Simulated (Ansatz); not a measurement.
Consider the formal exchange of groups at the Si–Ge bond: `O[SiH](Cl)[GeH2][Cl]` + `C[SiH2]O` → `O[SiH2]C[SiH](O)Cl` + `[Cl][GeH3]`.

Gas-phase electronic energies from Ansatz, PBE0-D4/def2-TZVP geometries. CBS: MP2 limit from def2 TZ/QZ plus the TZ coupled-cluster correction, frozen cores. This one scheme is used for every species. Functionals use def2-TZVPP. B3LYP here is the variant with VWN-RPA as its local correlation; programs differ in this. For Ge outer-core shells are correlated without core-valence functions, which leaves a few kJ/mol of doubt a bond. Scalar relativity is left out up to krypton. One conformer a species, not always the lowest.

Q: Is it downhill or uphill in electronic energy at CCSD(T)/CBS, and by how much? (Best estimate.)

A: Computed: Downhill: ΔE = -19.2 kJ/mol.

Q: What do these levels give: PBE-D4, ωB97X-V, B3LYP, MP2/def2-TZVPP, SCS-MP2/def2-TZVPP, MP2/def2-QZVPP? (An estimate is asked.)

A: Ansatz gave: PBE-D4 -7.6, ωB97X-V -20.7, B3LYP -8.9, MP2/def2-TZVPP -25.5, SCS-MP2/def2-TZVPP -23.8, MP2/def2-QZVPP -23.7 kJ/mol.

Largest T1 diagnostic among the species: 0.011.

From PBE to PBE0 (25 % exact exchange), in def2-TZVPP and without D4, ΔE moves by −7.1 kJ/mol. The D4 term adds −5.6 kJ/mol with B3LYP and −3.1 kJ/mol with PBE0; it sums over pairs of atoms, weighted by their polarisabilities, and B3LYP, whose exchange is more repulsive, gets the larger term.
